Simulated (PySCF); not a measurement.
**ECD: `C([C@@H]1[C@@](CC)(F)O1)F`, C$_{5}$H$_{8}$F$_{2}$O**

Geometry:
```csv
atom,x (Å),y (Å),z (Å)
C1,1.758,-0.740,-0.476
C2,0.985,-0.270,0.753
C3,0.149,0.940,0.430
F4,0.930,2.031,0.161
O5,-0.987,1.249,1.140
C6,-1.165,0.949,-0.229
C7,-1.922,-0.315,-0.560
F8,-1.426,-0.873,-1.712
H9,2.388,0.063,-0.851
H10,1.077,-1.044,-1.266
H11,2.390,-1.584,-0.215
H12,0.333,-1.058,1.130
H13,1.676,0.011,1.551
H14,-1.395,1.810,-0.851
H15,-1.817,-1.058,0.236
H16,-2.980,-0.102,-0.739
```

Theory: TDDFT PBE0/def2-SVPD circular dichroism and optical rotation, one conformer, gas phase (PySCF 2.14.0). Geometry: GFN2-xTB.

The molecule is flexible and this is one conformer; a measurement averages over conformers. States above about 8.7 eV (minus the energy of the highest occupied orbital) lie near or above the ionisation threshold and depend on the basis.

Question: What are the CIP labels of the stereocentres?

Answer: C3 R, C6 R.

Question: List the lowest 8 singlet excitations with oscillator and rotatory strengths.

Answer: Rotatory strengths R in 10⁻⁴⁰ esu² cm², velocity form and length form (origin at the centre of mass); f in length form.
| state | E (eV) | λ (nm) | f | R (velocity) | R (length) | main |
| --- | --- | --- | --- | --- | --- | --- |
| 1 | 7.95 | 156 | 0.015 | +8.0 | +8.9 | HOMO→LUMO 0.42, HOMO→LUMO+1 0.23 |
| 2 | 8.25 | 150 | 0.055 | +2.9 | +3.2 | HOMO−1→LUMO 0.46, HOMO→LUMO 0.30 |
| 3 | 8.41 | 147 | 0.018 | +0.6 | +0.2 | HOMO→LUMO+1 0.68, HOMO→LUMO 0.23 |
| 4 | 8.56 | 145 | 0.023 | -41.5 | -41.5 | HOMO−1→LUMO+1 0.62, HOMO−1→LUMO 0.29 |
| 5 | 8.75 | 142 | 0.020 | +16.6 | +16.9 | HOMO→LUMO+2 0.69, HOMO→LUMO+3 0.26 |
| 6 | 8.96 | 138 | 0.015 | -0.3 | +0.8 | HOMO−1→LUMO+2 0.51, HOMO−1→LUMO+3 0.30 |
| 7 | 8.98 | 138 | 0.044 | +20.3 | +20.9 | HOMO→LUMO+3 0.64, HOMO→LUMO+2 0.21 |
| 8 | 9.19 | 135 | 0.039 | -2.8 | -1.7 | HOMO−1→LUMO+3 0.61, HOMO−1→LUMO+2 0.30 |

For state 6 the two forms differ in sign, so the sign of R isn't settled.

Among the states computed, the strongest CD band (largest |R|) is state 4. The largest dissymmetry factor in size, g = 4R/(D+G), with D and G the electric and magnetic dipole strengths, is -0.023 for state 4 (velocity form, f = 0.023), among bands with |R| over 0.5. The mirror image has the same energies and oscillator strengths and all R with the opposite sign.
